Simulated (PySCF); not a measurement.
How methods differ on the ionisation energy of Ni

Ni [Ar] 3d8 4s2 [3d3/2^4 3d5/2^4, M_J = 4] → Ni⁺ [Ar] 3d9 [3d3/2^4 3d5/2^5, M_J = 5/2], as a difference of total energies. Computed with PySCF 2.14 in x2c-TZVPall-2c, with the two-component X2C-1e Hamiltonian. Correlated levels: [Ne] frozen; the 6 highest virtual spinors dropped. "Screened" scales the spin-orbit matrix elements by Boettger's factors to mimic the two-electron term; Breit and QED terms are absent.

| method | ionisation energy (eV) | error (eV) |
| --- | --- | --- |
| GHF (spin-free) | 8.144 | +0.504 |
| GMP2 (spin-free) | 6.576 | -1.064 |
| GHF (screened spin-orbit) | 8.193 | +0.553 |
| GMP2 (screened spin-orbit) | 6.626 | -1.014 |

Reference: 7.640 eV (measured; NIST Atomic Spectra Database, ionization energies).

Errors of the correlated levels include the incompleteness of this basis and the frozen core.

The labels give the starting determinants; with spin-orbit coupling the two ends relaxed to ⟨J²⟩ = 20.01, ⟨L²⟩ = 12.01, ⟨S²⟩ = 2.00 and ⟨J²⟩ = 8.76, ⟨L²⟩ = 6.01, ⟨S²⟩ = 0.75.

MP2 underrates the near-degeneracy of ns² with np² in the lower species.
